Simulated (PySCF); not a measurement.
NaHg and its ions

PBE; basis Na def2-SVP, Hg def2-SVP with ECP60; scalar-relativistic core potentials; PySCF 2.14. Neutral (UKS): doublet (σ ↑), Re = 3.492 Å, ωe = 58.7 cm⁻¹, De = 0.10 eV, HOMO -2.94 eV, LUMO -2.08 eV.

NaHg⁺ (UKS): singlet (closed shell), Re = 3.075 Å, ωe = 112 cm⁻¹, De = 0.35 eV to Na⁺ + Hg. The energies at the minima are -315.65479 hartree for NaHg and -315.47004 for NaHg⁺.

(1) Work out the adiabatic ionisation energy, without and with harmonic zero-point energies (1 hartree = 27.2114 eV, 1 eV = 8065.5 cm⁻¹), and the change of the bond length.

Closed-shell solutions of metal pairs were not tested for spin polarisation, which can lower them a little. Weak bonds: NaHg, NaHg⁺. Basis-set superposition, not corrected here, can be much of De in a small basis, most of all at correlated wavefunction levels. Spin–orbit coupling is left out. For an ion De counts to the pair picked by the measured ionisation energies or electron affinities, which need not be the lowest pair at this level. States were picked by a PBE0 search and need not be the measured ground states.

Results:

(1) At PBE: 0.18475 hartree = 5.027 eV between the minima; the zero-point term (112.0 − 58.7)/2 cm⁻¹ = +0.003 eV makes it 5.031 eV. Re changes by -41.7 pm against the neutral. The electron leaves a σ orbital, and the shorter bond of the ion fits an antibonding orbital, or a change in how ionic the bond is.
